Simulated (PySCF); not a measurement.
Phosphorus tribromide, PBr₃.
Structure used (PBE0-D3(BJ)/def2-SVP), in Å, numbered top down from 1:
```
atom  x, y, z in Å
Br1    1.5052    0.7261   -1.1268
P2     0.4179   -0.2037    0.5882
Br3   -1.2017    1.2966    0.9460
Br4   -0.7080   -1.8367   -0.4415
```

The calculation used PySCF, TDDFT CAM-B3LYP/def2-SVPD, vertical, gas phase, core orbitals frozen in the response. Relativistic effects, spin–orbit coupling among them, are left out although an element past zinc is present.

Ground-to-excited transition dipoles (e·a0, same axes as the geometry; the sign carries no meaning), for the states with f of 0.002 or more among the lowest 6:

```json
{"state": "S1", "E (eV)": "4.399", "μx": "0.213", "μy": "-0.100", "μz": "0.291"}
{"state": "S3", "E (eV)": "4.959", "μx": "-0.168", "μy": "0.139", "μz": "0.168"}
{"state": "S4", "E (eV)": "4.963", "μx": "0.153", "μy": "0.225", "μz": "-0.034"}
{"state": "S5", "E (eV)": "5.495", "μx": "-0.095", "μy": "0.266", "μz": "0.156"}
{"state": "S6", "E (eV)": "5.500", "μx": "-0.240", "μy": "-0.121", "μz": "0.128"}
```

(1) What oscillator strength does each state have?

(2) What is the point group, and which symmetry does each of these states have?

(3) How is the summed strength of these states shared among x, y and z?

(4) What peak molar absorption coefficient would the strongest computed level give as a lone Gaussian band 0.5 eV wide at half height?

Results:

(1) f = (2/3) ΔE |μ|² with ΔE in hartree (27.2114 eV).

```json
{"state": "S1", "|μ|² (au)": "0.140", "|μ| (D)": "0.95", "f": "0.015"}
{"state": "S3", "|μ|² (au)": "0.076", "|μ| (D)": "0.70", "f": "0.009"}
{"state": "S4", "|μ|² (au)": "0.075", "|μ| (D)": "0.70", "f": "0.009"}
{"state": "S5", "|μ|² (au)": "0.104", "|μ| (D)": "0.82", "f": "0.014"}
{"state": "S6", "|μ|² (au)": "0.088", "|μ| (D)": "0.76", "f": "0.012"}
```

(2) C3v. From a totally symmetric ground state, an allowed state transforms like the component of the dipole operator along its μ. Polarised along the main axis, so A1: S1. Polarised across the main axis, so E: S3, S4, S5 and S6.

(3) (2/3) Σ ΔE μα² gives 0.020 for x, 0.021 for y and 0.018 for z, 0.059 in all.

(4) ε(max) = 2.175×10⁸ f / FWHM, with the width in cm⁻¹. S5/S6 (f summed): 2.175×10⁸ × 0.0259 / 4033 ≈ 1400 L mol⁻¹ cm⁻¹.

S3/S4 and S5/S6 coincide within about 0.01 eV; within a degenerate level the directions of the single components are arbitrary.

Time: 22 s wall (with the writing of density and orbital grids); peak memory 0.70 GiB. Hardware: an Intel Xeon Platinum 8488C with one thread, no GPU, shared host with 192 logical CPUs at a one-minute load of 11.
